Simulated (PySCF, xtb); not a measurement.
HgI2, SMILES [Hg]([I])[I].

Harmonic wavenumbers (cm⁻¹) from GFN2-xTB in xtb at its own minimum, in rising order: 35, 35, 136, 216.

**Question.** What does PBE0-D3(BJ)/def2-SVP run with PySCF give at its own minimum? (The exact figures need the calculation; the answer reports its results.)

**Answer.** 51, 51, 153, 229. Paired by order, the mean absolute difference is 16 cm⁻¹ and the zero-point energies are 0.6 and 0.7 kcal/mol.
